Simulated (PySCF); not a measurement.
Simulated absorption spectrum

Compound: bromodifluoroacetonitrile, C₂BrF₂N.
SMILES: `N#CC(F)(F)Br`

Computed, not measured: TDDFT B3LYP/def2-SVPD, vertical, gas phase, core orbitals frozen in the response (PySCF 2.14.0, density-fitted response routines). Geometry: PBE0-D3(BJ)/def2-SVP; no solvent, vibrations or thermal averaging. The B3LYP/def2-SVPD calculation is non-relativistic and has no spin–orbit coupling, an omission that weighs most on bromine.

Computed states:

```json
{"state": "S1", "E (eV)": "5.70", "f": "0.012"}
{"state": "S2", "E (eV)": "5.73", "f": "0.0000"}
{"state": "S3", "E (eV)": "6.73", "f": "0.0001"}
{"state": "S4", "E (eV)": "6.98", "f": "0.0028"}
{"state": "S5", "E (eV)": "7.07", "f": "0.0008"}
{"state": "S6", "E (eV)": "7.46", "f": "0.033"}
{"state": "S7", "E (eV)": "7.68", "f": "0.0024"}
{"state": "S8", "E (eV)": "7.77", "f": "0.0006"}
{"state": "S9", "E (eV)": "7.81", "f": "0.0001"}
{"state": "S10", "E (eV)": "7.88", "f": "0.025"}
```

Each state is given a Gaussian of 0.5 eV full width at half maximum, with ε(max) = 2.175×10⁸ f / Δν̃ (Δν̃ the width in cm⁻¹). The width is an assumption, not a result. The curve ends short of the highest state used, and states not computed would add to its high-energy end.

(1) What does the envelope look like, and where are its maxima?

(2) On this curve, what absorbance would a 10⁻³ mol/L sample give at 222 nm over a 1 cm path?

(3) Coming from long wavelengths, where does ε first pass 100 L mol⁻¹ cm⁻¹?

## Answers

(1) 
```tsv
λ (nm)	ε (L mol⁻¹ cm⁻¹)
170.3	1354
173.0	827
175.8	467
178.6	279
181.3	176
184.1	103
186.8	55
189.6	25
192.4	11
195.1	9
197.9	20
200.7	52
203.4	115
206.2	219
208.9	350
211.7	491
214.5	598
217.2	640
220.0	610
222.8	520
225.5	404
228.3	283
231.0	185
233.8	110
236.6	60
239.3	32
242.1	15
244.9	7
247.6	3
250.4	1
```

Maxima: 217 nm (5.70 eV), ε about 640, made up of S1 (100%) (ε in L mol⁻¹ cm⁻¹; maxima over ε = 5, shares over 10%). At its high-energy end, 7.28 eV, the curve is still rising (ε about 1400, from S6).

(2) 222 nm is 5.585 eV, where ε is about 550 L mol⁻¹ cm⁻¹, so A = ε c l ≈ 0.55 (Beer–Lambert, with the gas-phase spectrum and the assumed width).

(3) At about 234 nm (5.29 eV), 0.41 eV below S1.

All these states lie below the vertical ionisation energy of 11.87 eV (ΔSCF).
